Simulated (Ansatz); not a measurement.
Born–Oppenheimer molecular dynamics of ClH$_{2}$InO$_{2}$ (6 atoms, charge 0, multiplicity 1). It starts from a relaxed structure.

Computed with RKS PBE-D4/def2-SVP in Ansatz 0.2.0.

- ensemble: NVT, Langevin thermostat
- time step: 0.5 fs
- steps asked: 250
- set temperature: 700 K
- friction: 0.005 /fs
- masses: H 10 u
- seed: 514302

First frame:

```xyz
6
Properties=species:S:1:pos:R:3
In -0.033 -0.298 -0.208
Cl 0.070 -0.220 2.160
O 1.671 -0.367 -1.265
H 2.419 -0.362 -0.634
O -1.823 -0.294 -1.116
H -2.513 -0.257 -0.423
```

Task: How far do the bonds stretch over the last three quarters of this one trajectory? (Pairs bonded in most of those frames.)

Result: 
```
   bond  mean (Å)  spread (Å)  shortest  longest
In1–Cl2     2.372       0.033      2.32     2.41
 In1–O3     2.037       0.055      1.93     2.13
 In1–O5     2.019       0.044      1.94     2.08
  O3–H4     0.989       0.048      0.91     1.07
  O5–H6     0.979       0.022      0.94     1.01
```

Mean temperature of the second half: 339 K. The mean temperature of the second half is 52 % below the set value. A run of 0.12 ps of so small a system gives no equilibrium averages.

Time of the run: 4.6 min on 2 threads of AMD EPYC 7R43 64-Core Processor (Zen 3), with other jobs on the host, peak memory 0.14 GiB.
